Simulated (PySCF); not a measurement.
C3H3ClF2, SMILES C/C(F)=C(\F)Cl.

Geometry optimised at B3LYP-D3(BJ)/def2-SVP.

Two levels are set side by side: TDA-PBE/def2-SVPD (PySCF) and TDA-B3LYP/def2-SVPD (PySCF). Vertical, same geometry. The lowest singlet is HOMO→LUMO+1 99 % with PBE and HOMO→LUMO+1 91 % with the other functional; states are paired by order. Differences are taken from unrounded values.

```csv
quantity,TDA-B3LYP,TDA-PBE,TDA-PBE minus TDA-B3LYP
lowest singlet excitation (eV),5.89,5.52,-0.38
lowest triplet excitation (TDA) (eV),4.16,4.17,0.01
first bright state (f over 0.05) (eV),7.32,7.00,-0.31
its oscillator strength,0.63,0.52,-0.11
```

A lower first singlet is the usual sign of a functional without exact exchange. Differences between two approximate levels are no errors against the true value.

Rough cost on one machine, each run with all the roots and properties that it gave: TDA-B3LYP against TDA-PBE within a factor of 2.
